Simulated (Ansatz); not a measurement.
This Ansatz (a quantum-chemistry and plane-wave program) input (CCSD(T)/def2-TZVP) gives -2859.70318 Eh with 85 basis functions.

Ansatz 0.2 input:
```yaml
crystal:
  periodic: [false, false, false]
  atoms:
    - {symbol: Se, position_ang: [-0.00000000, -0.00000000, -0.71565625]}
    - {symbol: Cl, position_ang: [0.00000000, 0.00000000, 1.43131250]}
basis:
  gaussian:
    orbitals: def2-TZVP
magnetization: {spin_polarized: true, initial_magnetization: 1}
correlation: {method: ccsd_t, electrons: outside_noble_gas}
```

Change:
```diff
- orbitals: def2-TZVP
+ orbitals: aug-pcseg-2
```

**Question.** What does the run give now?

**Answer.** -2859.72313 Eh (CCSD(T)/aug-pcseg-2, 109 functions), a change of -19.95 mEh.
